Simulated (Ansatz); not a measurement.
Cl2H2MoO3, SMILES `[O]=[Mo]([OH])([OH])([Cl])[Cl]` at its PBE0-D4/def2-TZVP geometry, where that method's forces vanish. Charge 0, multiplicity 1. Mo: def2 effective core potential.

```xyz
8

O     1.2992    1.5231    0.0990
Mo    0.1776    0.3517   -0.1892
O    -1.2813    1.0623    0.7063
O     1.2764   -1.0234   -0.7697
Cl   -0.1010   -1.2387    1.5758
Cl   -0.7173    0.7025   -2.2362
H    -1.8583    0.5600    1.2906
H     1.2046   -1.9375   -0.4767
```

(1) What forces (eV/Å) does PBE-D4/def2-TZVPP give on these atoms in the Gaussian-basis code of Ansatz? (An estimate is asked.)

Results:

(1) Computed: 
```
O1   1.083  1.136  0.272
Mo2 -0.812 -0.814 -0.256
O3  -0.290  0.592  0.079
O4   0.529 -0.078 -0.392
Cl5 -0.035 -0.198  0.217
Cl6 -0.149  0.065 -0.349
H7  -0.265 -0.268  0.274
H8  -0.061 -0.435  0.155
```
